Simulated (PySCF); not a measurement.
**Working out the ionisation energy of Ag**

Ag [Kr] 4d10 5s1 (2S) → Ag⁺ [Kr] 4d10 (1S). Calculation: PySCF 2.14, in x2c-TZVPPall with one added diffuse shell each of s, p, d, f type (9s7p7d3f1g, 95 functions); scalar relativity by spin-free X2C-1e. Frozen: [Ar] 3d10. Energies in hartree (1 hartree = 27.21139 eV):

| part | Ag (lower) | Ag⁺ (upper) |
| --- | --- | --- |
| UHF | -5312.812324 | -5312.578735 |
| CCSD correlation | -0.642339 | -0.605062 |
| (T) | -0.020256 | -0.015918 |

Problem. What does Hartree-Fock give?

Solution. (-5312.578735) − (-5312.812324) = 0.233589 hartree = 6.356 eV.

Problem. What do CCSD and CCSD(T) give?

Solution. The CCSD correlation energies differ by 0.037277 hartree = 1.014 eV and the triples by 0.004338 hartree = 0.118 eV, so CCSD gives 7.370 eV and CCSD(T) 7.488 eV.

Measured between the centres of the two terms (NIST): 7.576 eV, so CCSD(T) (valence and next inner shell) is off by -0.088 eV.

What remains against the reference includes basis incompleteness, the frozen core and higher excitations.
